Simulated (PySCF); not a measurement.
B(Me)(SiH3)2 (CH9BSi2), SMILES CB([SiH3])[SiH3].

Geometry: ωB97X-D3(BJ)/def2-SVP. This is a generated structure with no PubChem entry under its InChIKey; it may be hypothetical.

Two levels are set side by side: PBE/def2-TZVP (PySCF) and M06-2X/def2-TZVP (PySCF). Same geometry, gas phase. Differences are taken from unrounded values.

```
quantity                     M06-2X
---------------------------  ------
orbital gap (eV)               7.16
highest occupied level (eV)   -8.48
lowest empty level (eV)       -1.33
dipole moment (D)              1.22
mean polarisability (bohr³)    85.4
```

Question: What does PBE give, and how far is it from M06-2X? (The exact figures need the calculation; the answer reports its results.)

Answer: 
```
quantity                       PBE  PBE minus M06-2X
---------------------------  -----  ----------------
orbital gap (eV)              3.09             -4.06
highest occupied level (eV)  -6.32              2.16
lowest empty level (eV)      -3.23             -1.90
dipole moment (D)             1.33              0.10
mean polarisability (bohr³)   91.1               5.6
```

PBE's occupied levels lie high since its potential decays too fast outside the molecule; exact exchange lowers them and widens the gap. Loosely held outer electrons make PBE densities more polarisable. Differences between two approximate levels are no errors against the true value.

Rough cost on one machine, each run with all the roots and properties that it gave: M06-2X against PBE about 3 times.
